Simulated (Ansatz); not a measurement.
`C1[CH2][AlH][CH2]1`, relaxed with RKS PBE0-D4/def2-TZVP in the Gaussian-basis code of Ansatz from a PBE-D4/def2-SVP geometry. The force threshold is 0.005 eV/Å; the program also tests the step.

Charge 0, multiplicity 1.

Start:

```xyz
11

C     0.637   -0.296    0.599
C     0.607   -0.576   -0.943
Al   -0.851    0.761   -0.994
C    -0.709    0.425    0.952
H     1.486    0.385    0.829
H     0.806   -1.216    1.202
H     1.579   -0.477   -1.466
H     0.227   -1.599   -1.163
H    -1.659    1.680   -2.041
H    -0.641    1.213    1.729
H    -1.481   -0.299    1.297
```

How much energy does the relaxation release, and in how many steps? (An estimate is asked.)

The calculation gave: 1.03 kcal/mol, in 5 steps.

Which bonds change most? (Best estimate.)

Computed: Al3–C4 from 1.979 to 1.955 Å; C2–Al3 from 1.979 to 1.955 Å; C1–H6 from 1.113 to 1.095 Å.

Give the relaxed structure. (An estimate is asked.)

Ansatz gave: 
```xyz
11

C     0.633   -0.290    0.593
C     0.599   -0.575   -0.939
Al   -0.836    0.752   -0.979
C    -0.709    0.420    0.944
H     1.463    0.388    0.811
H     0.801   -1.194    1.188
H     1.557   -0.477   -1.449
H     0.223   -1.584   -1.145
H    -1.631    1.668   -2.015
H    -0.637    1.193    1.709
H    -1.462   -0.301    1.281
```
